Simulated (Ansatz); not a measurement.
Cost and result for the atomization energy of H$_{8}$N$_{2}$SSi$_{2}$ (`N[SiH2]S[SiH2]N`) (13 atoms, 12 bonds).

```xyz
13

N     0.8652    1.3115   -0.8014
Si   -0.4858    1.5953    0.2290
S    -0.3681    0.3080    1.9132
Si    0.2561   -1.4777    0.8680
N    -0.5118   -1.8161   -0.6211
H     0.8313    1.6495   -1.7512
H     1.7972    1.3942   -0.4248
H    -1.6803    1.3458   -0.6188
H    -0.6018    2.9605    0.8111
H    -0.0586   -2.5647    1.8261
H     1.7134   -1.3951    0.6201
H    -1.4860   -2.0727   -0.6382
H    -0.2708   -1.2386   -1.4119
```

Charge 0, multiplicity 1. The geometry is a stationary point of PBE0-D4/def2-TZVP. It is one conformer, not always the lowest. Program: Ansatz. All runs use 2 threads of an AMD EPYC 7R13 on a shared host and a share of an NVIDIA H100 80 GB. Times are those of one run each, without the atoms' runs, and a repeat can differ threefold. Electronic energies, without spin–orbit coupling; frozen cores. CCSD(T)/CBS adds CCSD(T) − MP2 in def2-TZVPP to the MP2 limit, and its time is that of the two runs behind it. T1 = 0.011. B3LYP takes the VWN-RPA correlation (the form of Gaussian; ORCA's B3LYP/G).

CCSD(T)/CBS is a level of theory with its own doubt, some kJ/mol a heavy atom from the limit and from the frozen cores, so smaller differences don't rank the functionals.

| level | functions | wall time | atomization (kJ/mol) | difference from CCSD(T)/CBS | per bond |
| --- | --- | --- | --- | --- | --- |
| PBE-D4/def2-TZVPP (with forces) | 300 | 5.5 s | 4320.8 | 14.9 | 1.2 |
| B2PLYP/def2-TZVPP | 300 | 6 s | 4234.0 | -71.9 | -6.0 |
| r2SCAN-D4/def2-TZVPP (with forces) | 300 | 6.5 s | 4281.5 | -24.4 | -2.0 |
| MP2/def2-QZVPP | 564 | 8.5 s | 4275.6 | -30.3 | -2.5 |
| PBE0-D4/def2-TZVPP | 300 | 9 s | 4265.2 | -40.7 | -3.4 |
| ωB97X-V/def2-TZVPP | 300 | 9.5 s | 4336.0 | 30.1 | 2.5 |
| B3LYP-D4/def2-TZVPP (with forces) | 300 | 10 s | 4303.9 | -2.0 | -0.2 |
| ωB97M-V/def2-TZVPP (with forces) | 300 | 13 s | 4325.3 | 19.4 | 1.6 |
| CCSD(T)/def2-TZVPP | 300 | 15 s | 4159.0 | -146.9 | -12.2 |
| CCSD(T)/CBS(def2) | – | 24 s | 4305.9 | 0.0 | 0.0 |

From PBE to PBE0 (25 % exact exchange), in def2-TZVPP and without D4, the atomization energy moves by −50.4 kJ/mol: exact exchange takes away binding that semilocal exchange gives to molecules. In def2-TZVPP, CCSD(T) changes the Hartree–Fock value by +1126.5 kJ/mol (the triples alone add +60.2 kJ/mol) and MP2 by +1155.4 kJ/mol; breaking electron pairs costs correlation energy, which Hartree–Fock lacks. The D4 term adds +58.8 kJ/mol with B3LYP and +31.2 kJ/mol with PBE0; it sums over pairs of atoms, weighted by their polarisabilities, and B3LYP, whose exchange is more repulsive, gets the larger term.
